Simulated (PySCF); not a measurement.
# Ionisation energy of Te⁺ by level of theory

Te⁺ [Kr] 4d10 5s2 5p3 [5p1/2^2 5p3/2^1, M_J = 3/2] → Te²⁺ [Kr] 4d10 5s2 5p2 [5p1/2^2, M_J = 0], as a difference of total energies. Calculation: PySCF 2.14, in x2c-TZVPall-2c; the two-component X2C-1e Hamiltonian. Correlated levels: [Ar] 3d10 frozen; the 6 highest virtual spinors dropped. "Screened" scales the spin-orbit matrix elements by Boettger's factors to mimic the two-electron term; Breit and QED terms are absent.

```tsv
method	ionisation energy (eV)
GHF (spin-free)	18.422
GMP2 (spin-free)	18.917
GHF (screened spin-orbit)	18.347
GMP2 (screened spin-orbit)	18.551
```

Problem. How much does correlation contribute at GMP2 (screened spin-orbit)?

Solution. 18.551 − (18.347) = 0.204 eV, measured against GHF (screened spin-orbit).

The spin-free rows relax to the high-spin LS determinant and lack the spin-orbit shift.

Errors of the correlated levels include the incompleteness of this basis and the frozen core.

The labels give the starting determinants; with spin-orbit coupling the two ends relaxed to ⟨J²⟩ = 3.75, ⟨L²⟩ = 0.10, ⟨S²⟩ = 3.66 and ⟨J²⟩ = 0.00, ⟨L²⟩ = 1.35, ⟨S²⟩ = 1.35.

For comparison: 18.6 ± 0.4 eV (measured; NIST Atomic Spectra Database, ionization energies).
